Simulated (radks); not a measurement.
Spin polarisation of the 3p3 shell in the chlorine ion Cl2+. Start: [Ne] 3s2 3p(up 1.5, down 1.5); electrons of 3p are moved from spin down to spin up, other shells keep equal spins. All-electron calculation, scalar-relativistic Kohn-Sham, LDA (Slater exchange, Perdew-Wang correlation), spin-polarised, spherical densities, point nucleus. Program: a radial shooting solver on a logarithmic mesh with Libxc functionals.

moment (Bohr magnetons)	E - E(0) (eV)	e(3p up) (eV)	e(3p down) (eV)	3s down minus up (eV)	2p down minus up (eV)	2s down minus up (eV)
0	0.000	-31.764	-31.764	0.000	0.000	0.000
0.75	-0.153	-32.148	-31.329	0.873	0.230	0.185
1.5	-0.616	-32.485	-30.833	1.761	0.459	0.371
2.25	-1.396	-32.777	-30.264	2.677	0.688	0.556
3	-2.505	-33.022	-29.611	3.630	0.916	0.741

At moment 3 the spin-polarisation energy is -2.505 eV and the 3p exchange splitting 3.411 eV, that is 1.137 eV per Bohr magneton; E = -I m^2/4 would give I = 1.113 eV.
